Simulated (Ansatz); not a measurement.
Potential energy curve for BeO, singlet.

Level of theory: unrestricted PBE/cc-pVTZ run with Ansatz (an electronic-structure program).

The batch members p0 to p7 hold the bond at 1.05, 1.14, 1.18, 1.25, 1.28, 1.32, 1.35, 1.43 Å.

Ansatz input:

Ansatz 0.2 input:
```yaml
# input.yaml
basis:
  gaussian: { orbitals: cc-pvtz }
hamiltonian:
  xc: pbe
batch:
  members: [p0.yaml, p1.yaml, p2.yaml, p3.yaml, p4.yaml, p5.yaml, p6.yaml, p7.yaml]

# p4.yaml, one of the 8 members of this batch
crystal:
  periodic: [false, false, false]
  atoms:
    - { symbol: Be, position_ang: [0.0, 0.0, 0.0] }
    - { symbol: O, position_ang: [0.0, 0.0, 1.28] }
total_charge: 0
magnetization:
  spin_polarized: true
```

Lines of the output on each member:

```
Member 0: Total energy: -2440.65796542 eV, -89.6925258917 hartree
Member 1: Total energy: -2442.87058806 eV, -89.7738382741 hartree
Member 3: Total energy: -2444.06125458 eV, -89.8175944616 hartree
Member 2: Total energy: -2443.45474971 eV, -89.7953058186 hartree
Member 4: Total energy: -2444.19524635 eV, -89.8225185682 hartree
Member 5: Total energy: -2444.28338076 eV, -89.8257574483 hartree
Member 6: Total energy: -2444.29320938 eV, -89.8261186433 hartree
Member 7: Total energy: -2444.14259915 eV, -89.8205838192 hartree
```

The unrestricted determinant behind UKS-PBE is spin-contaminated at 1.55 to 5.29 Å (<S²> up to 1.0, against 0.00 for a pure singlet).
